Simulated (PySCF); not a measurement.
From one molecule to another.

First species: C₆H₁₂.
Geometry (GFN2-xTB, Å), atoms numbered from 1 in this order:
```
atom  x, y, z in Å
C1     2.0755    0.3530   -0.2670
C2     0.7427    0.0342    0.3962
C3    -0.2945    1.1682    0.2587
C4    -1.6293    0.4986   -0.1113
C5    -1.4123   -0.9923    0.1490
C6     0.0548   -1.1927   -0.2112
H7     2.5306    1.2308    0.1864
H8     1.9361    0.5465   -1.3287
H9     2.7615   -0.4846   -0.1580
H10    0.9217   -0.1588    1.4588
H11   -0.3812    1.7236    1.1923
H12    0.0108    1.8733   -0.5146
H13   -1.8476    0.6548   -1.1686
H14   -2.4637    0.8980    0.4641
H15   -1.5679   -1.2162    1.2059
H16   -2.0821   -1.6197   -0.4383
H17    0.1739   -1.1823   -1.2964
H18    0.4622   -2.1280    0.1711
```

Second species: C6H3N3.
SMILES: `C#Cc1nn[nH]c1C#C`

Levels: wB97X-D/def2-SVPD for HOMO energy, LUMO energy, HOMO–LUMO gap and static isotropic polarisability; TDDFT wB97X-D/def2-SVPD for lowest singlet excitation; TDA wB97X-D/def2-SVPD for lowest triplet excitation (Tamm–Dancoff). Geometries: GFN2-xTB. All species are isolated and taken at one optimised geometry, non-relativistic unless stated; the electronic structure was computed with PySCF and density fitting.

```csv
property,column X,column Y
HOMO energy,-10.55 eV,-8.85 eV
LUMO energy,2.46 eV,0.04 eV
HOMO–LUMO gap,13.01 eV,8.89 eV
lowest singlet excitation,8.78 eV,5.05 eV
lowest triplet excitation (Tamm–Dancoff),8.61 eV,3.48 eV
static isotropic polarisability,69.0 au,90.8 au
```

(1) Which column belongs to which species?

(2) How does each property change from the first species to the second?

Results:

(1) Column X is the first species and column Y the second. The first has 18 atoms and 48 electrons, the second 12 and 60.

(2) HOMO energy +1.70 eV; LUMO energy -2.42 eV; HOMO–LUMO gap -4.12 eV; lowest singlet excitation -3.73 eV; lowest triplet excitation (Tamm–Dancoff) -5.13 eV; static isotropic polarisability +21.8 au.

On the first: The polarisability is 10.22 Å³ as a volume (1 au = 0.148185 Å³), or 1.44 au for each of the 48 electrons. S1 lies 4.23 eV below the HOMO–LUMO gap; its leading configuration is HOMO→LUMO, weight 0.81.

On the second: S1 lies 3.84 eV below the HOMO–LUMO gap; its leading configuration is HOMO→LUMO, weight 0.90. The principal polarisabilities are 50.0, 107.8 and 114.7 au; their mean is the isotropic value.

One conformer stands for the species.
